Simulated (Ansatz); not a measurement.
CH5ClSe, singlet: a pair in one relaxed arrangement.

in.yaml

```yaml
crystal:
  periodic: [false, false, false]
  atoms:
    - {symbol: C, position_ang: [-0.092793, 0.152158, -1.425143]}
    - {symbol: Cl, position_ang: [0.832125, -1.303025, -0.997749]}
    - {symbol: H, position_ang: [-0.306909, 0.701310, -0.510139]}
    - {symbol: H, position_ang: [-1.014634, -0.157967, -1.911085]}
    - {symbol: H, position_ang: [0.508920, 0.754699, -2.101137]}
    - {symbol: Se, position_ang: [0.277119, 0.544321, 2.544853]}
    - {symbol: H, position_ang: [0.764584, -0.495139, 1.627579]}
    - {symbol: H, position_ang: [-0.968412, -0.196257, 2.772822]}
basis:
  gaussian: {orbitals: "def2-TZVPPD.json"}
hamiltonian: {xc: {name: BLYP}, dispersion: d4}
```

The basis file named in the input lies beside it (Basis Set Exchange, JSON).

Launched with

```bash
ansatz run in.yaml --threads 4 --pin off --events-out ev --progress --plain --max-ram 9574MiB
```

Output of Ansatz 0.2.0:

```
Functional definition: BLYP
  name "BLYP"
  cite "Becke, Phys. Rev. A 38, 3098 (1988) doi:10.1103/PhysRevA.38.3098"
  cite "Lee, Yang & Parr, Phys. Rev. B 37, 785 (1988) doi:10.1103/PhysRevB.37.785"
  parameter beta = 0.0042
  parameter a = 0.04918
  parameter b = 0.132
  parameter c = 0.2533
  parameter d = 0.349
  exchange = b88_x(beta = beta)
  correlation = lyp_c(a = a, b = b, c = c, d = d)
1216 factors; their error is unknown
mean field evaluation 1: about -78984.8607 eV, gradient 5.6e1 eV
mean field evaluation 2: about -78974.0285 eV, gradient 8.0e1 eV
mean field evaluation 4: about -78991.8409 eV, gradient 3.7e0 eV
mean field evaluation 8: about -78991.8670 eV, gradient 8.6e-2 eV
mean field evaluation 16: about -78991.8324 eV, gradient 1.1e-4 eV
mean field -78991.83238069 eV, -2902.8962974033 hartree, gradient 4.3e-5 eV, S^2 0.000000; 0 other end points of the search recorded, 0 dependent functions left out
reference -78991.83279094 eV, -2902.8963124798 hartree; 31, 31 occupied and 199, 199 virtual orbitals, 1216 factors
Total energy: -78992.08986696 eV, -2902.9057598493 hartree
```

The lines “mean field evaluation” count trial sets of orbitals through the whole run, from several starts and some on an approximate energy, so they need not fall steadily or lie above the final value.

The run took about 2.5 s on 4 CPU threads of an Arm Neoverse V1 (shared host).
